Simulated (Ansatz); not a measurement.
Ideal-gas functions of CH₄BFSSi, SMILES `FB1CS[SiH2]1` at 298.15 K and 1 bar, from an Ansatz frequency run at PBE0-D4/def2-TZVP.

Molar mass 106.01 g/mol, point group C1 (symmetry number 1), electronic degeneracy 1, moments of inertia 122.492, 168.459, 243.016 u Å². Harmonic wavenumbers (cm⁻¹, unscaled): 107, 226, 326, 440, 464, 529, 592, 602, 655, 706, 826, 946, 999, 1028, 1119, 1350, 1453, 2216, 2243, 3100, 3174.

Use S(trans) = R[1.5 ln M + 2.5 ln T − 1.1517]; rotational temperatures θ = 24.2544 K / I; S(rot) = R[ln(√π/σ · √(T³/θAθBθC)) + 1.5]; for each mode x = 1.438777 ν̃/T, S = R[x/(eˣ − 1) − ln(1 − e⁻ˣ)] and H = RT x/(eˣ − 1); 1 cm⁻¹ = 0.0119627 kJ/mol; R = 8.31446 J/(mol·K).

Task: By hand: the entropy, in J/(mol·K).

Result: Translation 167.0. Rotation: θ = 0.198, 0.144, 0.0998 K, giving 112.7. Vibration, mode by mode: 13.90, 7.99, 5.35, 3.46, 3.16, 2.47, 1.94, 1.87, 1.52, 1.25, 0.78, 0.49, 0.39, 0.35, 0.24, 0.09, 0.06, 0.00, 0.00, 0.00, 0.00, in all 45.3. Electronic 0.0. Sum 325.0 J/(mol·K).

Task: By hand: H − E and G − E in kJ/mol, counted from the electronic energy.

Result: Zero-point energy ½ × 23101 × 0.0119627 = 138.2; thermal vibration 8.3; translation, rotation and pV give 4 RT = 9.9. H − E = 156.4 kJ/mol, and G − E = 156.4 − 298.15 × 325.0/1000 = 59.5 kJ/mol.

Vibration gives 14 % of the entropy, 13.9 J/(mol·K) of it from the mode under 150 cm⁻¹: soft modes count most, and the harmonic formula is weakest for them. The sum counts one conformer and one mirror image; others add a mixing term.
